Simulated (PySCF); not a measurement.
# Electronic structure of Al⁺ (aluminium, charge +1) at the UHF level

Configuration: [Ne] 3s2, closed-shell 1S. Computed with PySCF 2.14 in x2c-QZVPPall, with scalar relativity by spin-free X2C-1e.

```json
{
 "Total energy": "-242.111691 hartree",
 "One-electron energy": "-333.4574 hartree",
 "Hartree (Coulomb) energy": "109.2922 hartree",
 "Exchange energy": "-17.9465 hartree",
 "⟨S²⟩": "0.0000",
 "⟨L²⟩": "0.000",
 "Sum of ⟨r⟩": "9.926 bohr",
 "Sum of ⟨r²⟩": "17.23 bohr²",
 "Langevin diamagnetic susceptibility": "-13.6 ×10⁻⁶ cm³/mol"
}
```

```json
{"shell": "1s", "electrons": "2", "mean orbital energy (eV)": "-1603.6", "rms radius, mean of both spins (bohr)": "0.139"}
{"shell": "2s", "electrons": "2", "mean orbital energy (eV)": "-142.46", "rms radius, mean of both spins (bohr)": "0.675"}
{"shell": "2p", "electrons": "6", "mean orbital energy (eV)": "-95.807", "rms radius, mean of both spins (bohr)": "0.674"}
{"shell": "3s", "electrons": "2", "mean orbital energy (eV)": "-17.781", "rms radius, mean of both spins (bohr)": "2.60"}
```

Densities and radii are taken from the X2C orbitals without a picture-change correction, which distorts them close to the nucleus.
